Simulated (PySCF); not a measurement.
# Atomic charges by several schemes

Compound: (ClAlO)3 ring, Al₃Cl₃O₃.
Geometry (PBE0-D3(BJ)/def2-SVP, Å), atoms numbered from 1 in this order:
```
atom  x, y, z in Å
Al1    0.218    1.723   -0.172
Cl2    0.463    3.776   -0.367
O3    -1.097    1.030    0.663
Al4   -1.375   -0.642    0.846
Cl5   -3.022   -1.428    1.834
O6    -0.187   -1.640    0.140
Al7    1.194   -1.091   -0.693
Cl8    2.619   -2.400   -1.440
O9     1.320    0.604   -0.837
```

Density: PBE0/pcSseg-1 (pcSseg-2 on Al) (PySCF); schemes: Mulliken, IAO, Hirshfeld and ESP-fitted. Geometry: PBE0-D3(BJ)/def2-SVP, one conformer, isolated molecule.

Give the atomic charges in each scheme.

In e:

```
atom                     environment  Mulliken     IAO  Hirshfeld  ESP-fitted
 Al1  aluminium bonded to Cl and 2 O    +1.031  +1.259     +0.633      +1.332
 Cl2           chlorine bonded to Al    -0.316  -0.330     -0.178      -0.343
  O3           oxygen bonded to 2 Al    -0.715  -0.929     -0.456      -0.993
 Al4  aluminium bonded to Cl and 2 O    +1.031  +1.259     +0.633      +1.345
 Cl5           chlorine bonded to Al    -0.316  -0.329     -0.177      -0.346
  O6           oxygen bonded to 2 Al    -0.713  -0.930     -0.456      -1.001
 Al7  aluminium bonded to Cl and 2 O    +1.030  +1.258     +0.633      +1.346
 Cl8           chlorine bonded to Al    -0.316  -0.330     -0.178      -0.346
  O9           oxygen bonded to 2 Al    -0.714  -0.929     -0.455      -0.993
```

Mean size of the charges over all atoms: ESP-fitted 0.894 e, IAO 0.839 e, Mulliken 0.687 e, Hirshfeld 0.422 e. Each set sums to the total charge, 0, to within 0.001 e. The ESP scheme is a least-squares fit of atom-centred charges to the potential on four shells outside the van der Waals surface, with the total charge fixed. The Hirshfeld scheme divides the density at each point in proportion to the densities of the neutral, spherically averaged free atoms.

Lowest charge. All schemes pick atoms of one kind: Mulliken O3 (-0.715); IAO O6 (-0.930); Hirshfeld O3 and O6 (-0.456); ESP-fitted O6 (-1.001).

Highest charge. All schemes pick atoms of one kind: Mulliken Al1 and Al4 (+1.031); IAO Al1 and Al4 (+1.259); Hirshfeld Al1, Al4 and Al7 (+0.633); ESP-fitted Al7 (+1.346).

Sum the charges by element.

| element | atoms | Mulliken | IAO | Hirshfeld | ESP-fitted |
| --- | --- | --- | --- | --- | --- |
| Al | 3 | +3.091 | +3.776 | +1.900 | +4.022 |
| Cl | 3 | -0.949 | -0.988 | -0.533 | -1.035 |
| O | 3 | -2.143 | -2.788 | -1.367 | -2.987 |

How many electrons does the IAO scheme count on Al1?

Z − q = 13 − (+1.259) = 11.741.

The run behind these numbers computed NMR shieldings as well. The run took 2.5 min wall (grids of density and orbitals included) on one thread, Intel Xeon at 2.50 GHz (x86_64), no GPU, shared host with 64 logical CPUs at a one-minute load of 61, and the process peaked at 1.3 GiB of memory.
